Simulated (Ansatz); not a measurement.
Input and output for CH2B2ClF, SMILES `FB1CB1Cl`.

```yaml
crystal:
  periodic: [false, false, false]
  atoms:
    - {symbol: F, position_ang: [-0.527088, -2.306673, 0.376736]}
    - {symbol: B, position_ang: [-0.485320, -0.857927, 0.032321]}
    - {symbol: C, position_ang: [0.653271, 0.325307, 0.314968]}
    - {symbol: B, position_ang: [-0.338063, 0.422661, -0.795293]}
    - {symbol: Cl, position_ang: [-1.034027, 1.874567, -1.559087]}
    - {symbol: H, position_ang: [0.959307, 1.029422, 1.055347]}
    - {symbol: H, position_ang: [1.278406, -0.702755, 0.395156]}
basis:
  gaussian: {orbitals: def2-TZVPD, point_charges: [{charge: 2.00, position_ang: [6.067, -0.680, 0.118]}]}
hamiltonian: {xc: {name: HF}}
correlation: {active_space: {window: {electrons: 2, orbitals: 1}}}
scf: {lower_state_search: light}
```

```sh
$ ansatz run in.yaml --threads 2 --pin off --events-out ev --progress --plain --max-ram 4352MiB
```

Shortened log:

```
Functional definition: HF
1369 factors; integrals over basis functions are off by at most 1.1e-3 eV
mean field evaluation 1: about -17613.1445 eV, gradient 3.5e1 eV
mean field evaluation 2: about -17613.2464 eV, gradient 3.5e1 eV
mean field evaluation 4: about -17616.4912 eV, gradient 4.1e0 eV
mean field evaluation 8: about -17616.5855 eV, gradient 5.0e-1 eV
mean field evaluation 16: about -17616.5875 eV, gradient 1.5e-6 eV
mean field -17616.58746337 eV, -647.3976483271 hartree, gradient 1.5e-6 eV, S^2 0.000000; 0 other end points of the search recorded, 0 dependent functions left out
reference -17616.58746337 eV, -647.3976483271 hartree; 22, 22 occupied and 193, 193 virtual orbitals, 1369 factors
state -17616.58746337 eV, -647.3976483271 hartree
Total energy: -17616.58746337 eV, -647.3976483271 hartree
```

Hardware: 2 threads of an Arm Neoverse V1 on a shared host. Wall time 7 s, peak host memory 0.5 GiB.
